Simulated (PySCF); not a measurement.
# From computed data to an observable: chemical shift, span and skew from a shielding tensor

Al(Me)(H) (CH4Al), SMILES [CH3][AlH+], charge +1. Atoms are numbered in the order given.

```xyz
6

Al     0.0000     0.0000    -0.7243
C      0.0000     0.0000     1.1745
H      0.8901    -0.5139     1.5504
H     -0.8901    -0.5139     1.5504
H      0.0000     1.0278     1.5504
H      0.0000     0.0000    -2.2821
```
Charge +1, spin multiplicity 1.

Geometry optimised at PBE0-D3(BJ)/def2-TZVP. The spin state was assumed, not searched. The isomer is the one that the SMILES or the coordinates give; other isomers of the formula were not compared.

GIAO shieldings from PBE0/pcSseg-2 (PySCF), non-relativistic, no solvent. The symmetric part of the tensor of C2 has the principal values 176.0, 176.0, 208.3 ppm. The same nucleus in TMS has σ = 186.1 ppm at this level (PySCF, at its B3LYP-D3(BJ)/def2-TZVP geometry).

Q: Work out the isotropic shielding, the ¹³C shift against TMS, the span and the skew.

A: 
σ(iso) = (σ11 + σ22 + σ33)/3 = 186.8 ppm. δ = σ(ref) − σ(iso) = 186.1 − (186.8) = -0.7 ppm.
Span Ω = σ33 − σ11 = 32.3 ppm. Skew κ = 3(σ(iso) − σ22)/Ω = 1.00, an axial tensor. Tumbling in solution averages the tensor to δ; in a static solid the shielding alone would spread this spin-1/2 line over Ω.
